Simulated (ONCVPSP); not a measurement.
# Transferability test, ONCV potential for Os

ONCVPSP 4.0.1 input, shortened (lines: element, Z, core and valence counts, functional; n l f; lmax; l rc ep ncon nbas qcut; lloc lpopt rc5 dvloc0; l nproj debl; icmod fcfact rcfact), PW91, scalar-relativistic:

```
  Os 76.00   10    4  -109134      upf
    1    0    2.00
    2    0    2.00
    2    1    6.00
    3    0    2.00
    3    1    6.00
    3    2   10.00
    4    0    2.00
    4    1    6.00
    4    2   10.00
    4    3   14.00
    5    0    2.00
    5    1    6.00
    5    2    6.00
    6    0    2.00
    3
    0    1.85    0.00    4    8    7.90
    1    1.75    0.00    3    6    9.90
    2    1.60    0.00    4    7    7.00
    3    2.00    0.08    4    7    4.90
    4    5    1.25   -1.00
    0    2    0.50
    1    1    3.80
    2    3    3.10
    3    2    1.40
    3    2.00    1.10
```

Energies are relative to the spin-unpolarised reference configuration 5s2 5p6 5d6 6s2; without spin polarisation the order of configurations can differ from experiment.

```json
{"valence configuration": "5s2 5p6 5d6 6s1", "charge": "+1", "ΔE all-electron (eV)": "9.648", "error AE − PS (meV)": "-4.3"}
{"valence configuration": "5s2 5p6 5d6 6s0", "charge": "+2", "ΔE all-electron (eV)": "26.643", "error AE − PS (meV)": "-13"}
```

What are ΔE and the potential's error for 5s2 5p6 5d5 6s0?

ΔE = 55.570 eV all-electron; the error (AE − PS) is -14 meV.

What are ΔE and the potential's error for 5s2 5p6 5d6 6s1.5?

ΔE = 3.947 eV all-electron; the error (AE − PS) is -1.7 meV.

Levels in the configuration 5s2 5p6 5d6 6s1:

```tsv
level	all-electron (eV)	pseudo (eV)
5s	-99.704	-99.737
5p	-58.996	-59.005
5d	-14.209	-14.207
6s	-13.219	-13.221
```

Note: no bound ghost flagged; GHOST(+) flagged for s at 130.5 eV.
